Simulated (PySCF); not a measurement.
A GIAO shielding run with PySCF 2.14.0 with density-fitted response routines (density fitting, non-relativistic, gas phase) on SMILES C[C@@H](CF)C(F)(F)[SiH3], C4H9F3Si:

```
$ OMP_NUM_THREADS=1 python probes_run.py task.json out

{"job": {"kind": "nmr", "xc": "PBE0", "basis": "pcSseg-1"}, "charge": 0, "multiplicity": 1}
C     -0.841164    -0.203741     1.539403
C     -0.610873    -0.714173     0.120378
C     -1.409140     0.092498    -0.896265
F     -1.041539     1.419306    -0.842328
C      0.872483    -0.680048    -0.252787
F      1.022103    -1.381057    -1.433115
F      1.564800    -1.437022     0.661711
Si     1.781122     1.025143    -0.471309
H     -0.196143    -0.728940     2.238654
H     -0.630783     0.860788     1.599521
H     -1.875854    -0.370581     1.829654
H     -0.943651    -1.757202     0.048146
H     -1.214880    -0.246123    -1.918006
H     -2.480833     0.052484    -0.680978
H      1.461282     1.485938    -1.814927
H      3.191654     0.673518    -0.328600
H      1.344420     1.921243     0.590936
```

Hardware: 1 thread of an Intel Xeon, shared host. The job also computes population analyses, field gradients.

Task: How large is the calculation?

Result: 74 electrons, 188 basis functions and 998 auxiliary functions.

Task: How long does it take, and how much memory does it need?

Result: 67 s of wall time, with 12 SCF cycles and 4 response iterations; peak memory 0.85 GiB. Times on a shared host scatter by some tens of per cent.
